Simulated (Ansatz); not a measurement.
```yaml
crystal:
  periodic: [false, false, false]
  atoms:
    - {symbol: Cu, position_ang: [-1.729883, -0.493045, -0.467951]}
    - {symbol: Cu, position_ang: [1.490311, -0.887183, 0.514743]}
    - {symbol: Cu, position_ang: [0.421408, -0.839925, -1.603751]}
    - {symbol: Cu, position_ang: [-0.597206, -0.550739, 1.616914]}
    - {symbol: Cu, position_ang: [-0.356687, -2.346626, 0.041042]}
    - {symbol: Cu, position_ang: [1.214045, 1.179072, -0.640269]}
    - {symbol: Cu, position_ang: [-0.823802, 1.144134, -1.909977]}
    - {symbol: Cu, position_ang: [-0.873480, 1.515593, 0.461857]}
    - {symbol: Te, position_ang: [1.255314, 1.278729, 1.987401]}
basis:
  gaussian: {orbitals: def2-SVP}
total_charge: 1
magnetization: {spin_polarized: true, initial_magnetization: 1}
hamiltonian: {xc: pbe0, dispersion: d4}
scf: {omitted_lower_state_checks: [starts]}
output: {orbitals: {seedname: orbitals}}
```

```sh
$ ansatz run in.yaml --threads 4 --pin off --events-out ev --progress --plain --max-ram 6963MiB
```

Does this run fit into the memory that it is given?

No. It has 274 basis functions, and Ansatz plans for 7.33 GiB where 6.79 GiB are given.
